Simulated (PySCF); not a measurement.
Zr(OH)2(NH2)2 (H₆N₂O₂Zr), SMILES [NH2][Zr]([OH])([OH])[NH2], multiplicity 1.

The structure is a stationary point at PBE0-D3(BJ)/def2-SVP. The spin state was assumed, not searched. The structure was generated by enumeration; whether it is a known compound was not checked. The def2 effective core potentials stand for the cores of Zr; spin–orbit coupling is left out. The values are those of a single conformer.

The numbers are results of PBE0-D3(BJ)/def2-SVP run with PySCF, not measurements.

Frequencies are harmonic and unscaled.

Computed vibrational spectrum:
```tsv
mode	ν (cm⁻¹)	IR (km/mol)	Raman (Å⁴/amu)	depolarisation	moving atoms (share of kinetic energy)
1	46	6.1	0.2	0.75	H 90 %
2	136	2.8	2.3	0.74	O 44 %, N 36 %, H 19 %
3	157	6.9	1.2	0.75	O 33 %, H 30 %, N 20 %, Zr 17 %
4	158	0.3	2.4	0.75	O 33 %, N 28 %, H 23 %, Zr 16 %
5	162	2.1	3.1	0.72	N 36 %, O 32 %, H 29 %
6	173	0.6	1.3	0.75	O 31 %, H 29 %, N 23 %, Zr 17 %
7	238	52.1	0.8	0.75	H 88 %, O 10 %
8	256	208.1	5.9	0.75	H 94 %
9	328	43.1	1.3	0.75	H 88 %, O 10 %
10	350	226.9	1.4	0.75	H 80 %, O 18 %
11	364	37.4	2.5	0.75	H 78 %, O 21 %
12	456	199.3	0.6	0.75	H 76 %, N 20 %
13	462	146.3	0.2	0.75	H 75 %, N 21 %
14	464	45.8	2.1	0.60	H 81 %, N 17 %
15	478	82.1	1.1	0.75	H 75 %, N 24 %
16	638	237.7	1.4	0.75	N 64 %, Zr 22 %, H 13 %
17	640	85.9	21.2	0.02	N 74 %, H 14 %, Zr 11 %
18	708	114.6	7.4	0.02	O 81 %, Zr 11 %
19	717	230.4	0.2	0.75	O 69 %, Zr 24 %
20	1502	39.9	9.2	0.75	H 90 %, N 10 %
21	1503	19.3	8.3	0.39	H 90 %, N 10 %
22	3570	55.0	59.5	0.75	H 96 %
23	3572	25.1	258.0	0.04	H 96 %
24	3664	8.4	126.1	0.74	H 92 %, N 8 %
25	3664	26.2	34.9	0.75	H 92 %, N 8 %
26	4025	320.9	119.6	0.75	H 94 %
27	4028	145.6	224.4	0.14	H 94 %
```
